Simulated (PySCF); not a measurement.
r2SCAN on Ga⁻ (gallium, charge -1), [Ar] 3d10 4s2 4p2, high-spin 3P determinant. Calculation: PySCF 2.14, in x2c-QZVPPall with one added diffuse shell each of s, p, d, f type (12s8p6d5f1g, 110 functions); scalar relativity by spin-free X2C-1e.

```
cycle= 1 E= -1943.87715860279  delta_E= -0.019  |g|= 0.182  |ddm|= 0.198
cycle= 2 E= -1943.87062679318  delta_E= 0.00653  |g|= 0.325  |ddm|= 0.16
cycle= 3 E= -1943.88112734122  delta_E= -0.0105  |g|= 0.00894  |ddm|= 0.061
cycle= 4 E= -1943.88112539159  delta_E= 1.95e-06  |g|= 0.0109  |ddm|= 0.0625
cycle= 5 E= -1943.88125411051  delta_E= -0.000129  |g|= 0.00094  |ddm|= 0.0336
cycle= 6 E= -1943.8812545565  delta_E= -4.46e-07  |g|= 6.26e-05  |ddm|= 0.00259
cycle= 7 E= -1943.88125456309  delta_E= -6.59e-09  |g|= 2.18e-05  |ddm|= 0.000549
cycle= 8 E= -1943.88125456389  delta_E= -7.99e-10  |g|= 6.29e-06  |ddm|= 0.000198
converged SCF energy = -1943.88125456389  <S^2> = 2.0049493  2S+1 = 3.0032977
```

Highest occupied orbital energy: 1.242 eV; ⟨L²⟩ = 2.01; populations by l: s 8.00, p 14.00, d 10.00, f 0.00.

Task: Can this result be used?

Result: With care. The run converged. At r2SCAN the highest occupied level has a positive energy, so only the finite basis holds that electron; in a semilocal or global hybrid functional this comes from self-interaction and does not mean that the real anion is unbound.
